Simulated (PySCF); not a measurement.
## Nonlinear optical response: SMILES O1C(CS)=CC=C1, C5H6OS

Cartesian coordinates in Å; atom numbers follow the order of the lines, from 1:
```xyz
13

S     2.718    0.764    0.555
C     1.700   -0.543   -0.231
C     0.243   -0.322   -0.125
C    -0.749   -0.909    0.608
C    -1.954   -0.210    0.284
C    -1.599    0.746   -0.618
O    -0.274    0.683   -0.871
H     2.273    1.765   -0.234
H     1.967   -1.470    0.294
H     2.007   -0.654   -1.282
H    -0.629   -1.739    1.301
H    -2.953   -0.397    0.672
H    -2.154    1.512   -1.153
```

Computed with quadratic response CAM-B3LYP/def2-TZVPD first hyperpolarisability, Taylor convention, gas phase (PySCF 2.14.0). Geometry: PBE0-D3(BJ)/def2-SVP.

Task: What is the first hyperpolarisability, and how does it disperse?

Result: In au, Taylor convention; the vector part is βᵢ = ⅓ Σⱼ (βᵢⱼⱼ + βⱼᵢⱼ + βⱼⱼᵢ); β∥ is 3/5 of the vector part along the dipole, the dipole points from − to +:
```
                   process  λ (nm)  β vector norm     β∥  β HRS  depolarisation ratio
           static β(0;0,0)       ∞          283.5  163.5  123.1                  4.32
second harmonic β(−2ω;ω,ω)    1907          304.8  175.4  132.4                  4.32
         Pockels β(−ω;ω,0)    1907          290.4  167.3      –                     –
second harmonic β(−2ω;ω,ω)    1064          361.7  206.9  157.3                  4.31
         Pockels β(−ω;ω,0)    1064          306.4  176.3      –                     –
```

Task: Which lowest excitations, dipole and polarisabilities go with it?

Result: S1 5.25 eV (f = 0.009); S2 5.75 eV (f = 0.299); S3 5.85 eV (f = 0.010); dipole 1.54 D; isotropic α 83.8 au static, 84.1 au at 1907 nm, 84.8 au at 1064 nm, 85.0 au at 953.5 nm, 88.0 au at 532 nm.
